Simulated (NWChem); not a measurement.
# Total energies of ClTl

```xyz
2

Tl     0.0000     0.0000    -0.4371
Cl     0.0000     0.0000     2.0825
```
Charge 0, spin multiplicity 1.

The numbers come from NWChem runs, not from measurements. The geometry was optimised at PBE0/def2-SVP with def2 effective core potentials on Tl, a minimum by its harmonic frequencies.

Basis set: def2-SVP (44 functions).

```tsv
method	total energy (Ha)
RHF	-630.94617
MP2	-631.14084
B2PLYP	-632.18106
PBE	-632.49219
B3LYP	-632.72467
r2SCAN	-632.69769
CCSD(T)	-631.16928
```

Total energies of different functionals aren't comparable as a measure of quality: only differences taken within one method are. 

Effective core potentials replace the inner electrons of Tl; spin-orbit coupling is left out. The correlated methods keep 9 core orbitals frozen. B3LYP has NWChem's definition, with VWN1-RPA local correlation. The structure started from a generated list of species. No row is a measurement; the coupled-cluster row has its own basis-set and correlation limits.
